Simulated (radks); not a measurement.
Results of a calculation; reference values are marked as such.
Problem. The mean radii <r> (bohr) of the occupied orbitals of an atom or ion are listed with their occupations. Code: a radial shooting solver on a logarithmic mesh with Libxc functionals. Model: scalar-relativistic Kohn-Sham, PBE, spin-unpolarised, spherical densities, point nucleus.

| orbital | occ. | <r> |
|---|---|---|
| 1s | 2 | 0.09598 |
| 2s | 1 | 0.4057 |

Name the element and its charge.

Solution. Z = 16, sulfur, charge +13: S13+ in [He] 2s1. The 1s radius gives Z: for a bare nucleus <r> = (2 gamma + 1)/(2Z) with gamma = sqrt(1 - (Z/c)^2), 0.09332 bohr for Z = 16, and screening makes it slightly larger (0.09598 here). The occupations add up to 3, and the charge is Z minus that.
